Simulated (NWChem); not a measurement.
Program: NWChem. System: F$_{3}$Ga, charge 1, spin multiplicity 2, at the geometry of a parent with another charge or spin, in a state set for the comparison that need not be this species' ground state. Its SCF solution wasn't tested for a lower state.

The NWChem input:

```
start mol
memory heap 100 mb stack 700 mb global 1900 mb
charge 1
geometry units angstroms nocenter noautoz
  Ga     0.000000     0.000000     0.000001
  F      0.000000     0.000000     1.746460
  F     -1.512480     0.000000    -0.873232
  F      1.512480     0.000000    -0.873232
  symmetry group C2v
end
basis spherical
  * library def2-svp
end
scf
  rohf
  nopen 1
  maxiter 100
  thresh 1e-7
  semidirect memsize 60000000 filesize 0
  # guess.movecs holds the orbitals of an unrestricted PBE0 run
  vectors input guess.movecs swap 24 29 output mol.movecs
end
tce
  freeze core 12
  ccsd(t)
  2eorb
  2emet 13
  thresh 1e-6
  maxiter 100
  tilesize 24
end
task tce energy
```

The output up to the point where the run's verdict is printed (cleaned and shortened):

```
             Northwest Computational Chemistry Package (NWChem) 7.3.0
             --------------------------------------------------------

                                NWChem Input Module
                                -------------------

 Scaling coordinates for geometry "geometry" by  1.889725989
 (inverse scale =  0.529177249)

 Turning off AUTOSYM since
 SYMMETRY directive was detected!

                             Geometry "geometry" -> ""
                             -------------------------

 Output coordinates in angstroms (scale by  1.889725989 to convert to a.u.)

  No.       Tag          Charge          X              Y              Z
 ---- ---------------- ---------- -------------- -------------- --------------
    1 Ga                  31.0000     0.00000000     0.00000000     0.00000100
    2 F                    9.0000     0.00000000     0.00000000     1.74646000
    3 F                    9.0000    -1.51248000     0.00000000    -0.87323200
    4 F                    9.0000     1.51248000     0.00000000    -0.87323200

 Effective nuclear repulsion energy (a.u.)     296.1204119807

            Nuclear Dipole moment (a.u.)
            ----------------------------
        X                 Y               Z
 ---------------- ---------------- ----------------
     0.0000000000     0.0000000000    -0.0000094486

      Symmetry information
      --------------------

 Group name             C2v
 Group number             16
 Group order               4
 No. of unique centers     3

      Symmetry unique atoms

     1    2    3


 Summary of "ao basis" -> "" (spherical)
 ------------------------------------------------------------------------------
       Tag                 Description            Shells   Functions and Types
 ---------------- ------------------------------  ------  ---------------------
 *                          def2-svp                  on all atoms

 Summary of "ao basis" -> "ao basis" (spherical)
 ------------------------------------------------------------------------------
       Tag                 Description            Shells   Functions and Types
[...]
   43   1.1561301825529  -0.7233787666316     0.5     0.5
   44  21.1621368035416  -0.6871333370375     0.5     0.5
   455939.0781269504614  -0.0146565405470     0.5     0.5
   46   0.0064798403856  -0.7201117978285     0.5     0.5
   47   0.0890627735600  -0.7205351235259     0.5     0.5
   48   1.1029466616213  -0.7234310816441     0.6     0.6
   49  18.6915391246486  -0.6861777727688     0.5     0.5
   504821.7919650437734  -0.0169178422159     0.5     0.5
   51   0.0063351716963  -0.7201481812068     0.5     0.5
   52   0.0888293052514  -0.7205491715118     0.5     0.5
   53   1.1217177200822  -0.7234192707761     0.5     0.5
   54  19.6575131458923  -0.6867263877234     0.7     0.7
   555246.9321922573545  -0.0218071131241     0.8     0.8
   56   0.0062034511078  -0.7201782464284     0.5     0.5
   57   0.0886220787328  -0.7205591402315     0.5     0.5
   58   1.1145125715401  -0.7234317379233     0.5     0.5
   59  19.3577391639530  -0.6866744270892     0.5     0.5
   605112.2405789063159  -0.0236555723480     0.5     0.5
   61   0.0060905200317  -0.7202068721785     0.6     0.6
   62   0.0883395460130  -0.7205700792234     0.5     0.5
   63   1.1161381468756  -0.7234313817491     0.5     0.5
   64  19.5214915950275  -0.6868915429431     0.6     0.6
   655183.4587965224227  -0.0279708226617     0.5     0.5
   66   0.0059885810019  -0.7202331232647     0.5     0.5
   67   0.0880211415597  -0.7205802725961     0.5     0.5
   68   1.1137494766164  -0.7234324170317     0.5     0.5
   69  19.5081354212504  -0.6870533461286     0.6     0.6
   705175.1767246582040  -0.0328106088133     0.9     0.9
   71   0.0058965242279  -0.7202578401240     0.6     0.6
   72   0.0876696543738  -0.7205903632384     0.6     0.6
   73   1.1119535659240  -0.7234307310604     0.6     0.6
   74  19.5400021780769  -0.6872598038411     0.5     0.5
   755187.1883496607570  -0.0384172027426     0.5     0.5
   76   0.0058118934236  -0.7202811564130     0.6     0.6
   77   0.0872952320657  -0.7206001891579     0.7     0.7
   78   1.1093533480252  -0.7234282078113     0.7     0.7
   79  19.5433034107718  -0.6874707895399     0.7     0.7
   805185.4817602913545  -0.0445337988188     0.6     0.6
   81   0.0057334177008  -0.7203033246117     0.6     0.6
   82   0.0869079542256  -0.7206098377874     0.6     0.6
   83   1.1067754286390  -0.7234246212693     0.7     0.7
   84  19.5557778564324  -0.6876944816005     0.6     0.6
   855188.9265762244049  -0.0508560465320     0.5     0.5
   86   0.0056600326938  -0.7203244884342     0.5     0.5
   87   0.0865042862693  -0.7206193066499     0.5     0.5
   88   1.1036552997172  -0.7234203736231     0.5     0.5
   89  19.5478404379952  -0.6879227171039     0.5     0.5
   905181.3171243314537  -0.0576164616878     0.5     0.5
   91   0.0055908628188  -0.7203447902319     0.5     0.5
   92   0.0860991991295  -0.7206286321402     0.5     0.5
   93   1.1008502518936  -0.7234154374142     0.5     0.5
   94  19.5597231747356  -0.6881587619396     0.5     0.5
   955185.1778720262573  -0.0642367749802     0.5     0.5
   96   0.0055253616142  -0.7203643173851     0.5     0.5
   97   0.0856772394024  -0.7206378097605     0.4     0.4
   98   1.0972576600032  -0.7234101220347     0.5     0.5
   99  19.5369530041494  -0.6883949148926     0.4     0.4
  1005169.6856390589055  -0.0714116588963     0.4     0.4
  0 ga offset                   0 size_xx_perproc                 442mx    1
 WRITE TENSOR
  filename: ./mol.t1amp.000000
  unit nr:       79
  file size:            442
  rec_mem (KB):     2048
  rec_size:         262144
  number of tasks:            1
  0 ga offset                   0 size_xx_perproc              285888mx    1
 WRITE TENSOR
  filename: ./mol.t2amp.000000
  unit nr:       80
  file size:         285888
  rec_mem (KB):     2048
  rec_size:         262144
  number of tasks:            2
 ------------------------------------------------------------------------
```

Convergence was not reached. The next line reads: ccsd_energy_loc: maxiter exceeded 101. NWChem stopped with the message: ccsd_energy_loc: maxiter exceeded 101.
